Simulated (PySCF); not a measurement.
CHO₂, SMILES O=C=[OH+], charge +1. Coordinates come from a B3LYP-D3(BJ)/def2-TZVP optimisation. The isomer is the one that the SMILES or the coordinates give; other isomers of the formula were not compared.

The numbers are results of B3LYP-D3(BJ)/def2-TZVP in PySCF 2.14.0, not measurements.

Harmonic wavenumbers (cm⁻¹): 549, 600, 1007, 1275, 2472, 3501. Rotational constants (GHz): 795.4, 10.82, 10.67; symmetry number 1.

Task: Work out the zero-point energy and the ideal-gas rigid-rotor harmonic-oscillator thermochemistry at 298.15 K and 1 atm.

Result: ZPE = ½ Σ hcν = ½ × 9402 cm⁻¹ = 13.44 kcal/mol. H − E(el) = 16.06 kcal/mol. Entropy in cal/(mol K): translation 37.34, rotation 18.80, vibration 1.12, total 57.26. G − E(el) = -1.01 kcal/mol. Cp = 10.66 cal/(mol K).
